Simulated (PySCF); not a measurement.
Z-matrix (Å, degrees):
```
Al
S 1 2.1996
H 2 1.3472 1 91.59
Br 1 2.2783 2 117.88 3 0.05
```
Charge 0, spin multiplicity 2.

Question: Predict the total energy, highest occupied spin orbital and dipole moment from PBE-D3(BJ)/def2-TZVP // r2SCAN-D4/def2-TZVP (PySCF).

Answer: 
* **total energy**: -3214.7842 Ha
* **highest occupied spin orbital**: -5.34 eV
* **dipole moment**: 0.51 D
